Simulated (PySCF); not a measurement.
# Two-component Hartree-Fock for Cl (chlorine, neutral)

Start: [Ne] 3s1 3p6; 3s1/2 filled at m_j = +1/2. Calculated with PySCF 2.14 in x2c-SVPall-2c with one added diffuse shell each of s, p type (5s5p1d, 25 functions): generalised Hartree-Fock with the X2C-1e Hamiltonian and a Gaussian nucleus; one run each with spin-orbit coupling (SO) switched off, then screened by Boettger's factors. This is a chosen level, not necessarily the ground level.

| spinor shell | electrons | ε, spin-free (eV) | ε, screened SO (eV) | weight of nominal j (screened SO) | rms radius, screened SO (bohr) |
| --- | --- | --- | --- | --- | --- |
| 1s1/2 | 2 | -2865.0 | -2865.0 | 1.000 | 0.105 |
| 2s1/2 | 2 | -292.22 | -292.22 | 1.000 | 0.480 |
| 2p1/2 | 2 | -222.07 | -223.33 | 0.961 | 0.449 |
| 2p3/2 | 4 | -222.07 | -221.44 | 0.981 | 0.451 |
| 3s1/2 | 1 | -32.680 | -32.680 | 1.000 | 1.64 |
| 3p1/2 | 2 | -13.824 | -13.877 | 0.666 | 2.03 |

Question: Where does 3p3/2 lie, and what is the 3p spin-orbit splitting (screened SO)?

Answer: At -13.798 eV, 0.079 eV above 3p1/2.

```tsv
quantity	spin-free	screened SO
E (hartree)	-460.15265	-460.15323
M_J	1/2	1/2
⟨J²⟩	0.777	0.777
⟨L²⟩	0.000	0.000
⟨S²⟩	0.777	0.777
```

Each row is a mean over spinors that exchange with the open shell spreads, by up to 3.829 eV (3p3/2).

Rows whose weight is well below 1 are mixtures of j = l ± 1/2: exchange outweighs spin-orbit coupling there, and the label is only the starting occupation.

Without spin-orbit coupling the j labels of p, d and f shells carry no meaning; the spin-free column gives the mean over the occupied spinors of each nl shell.
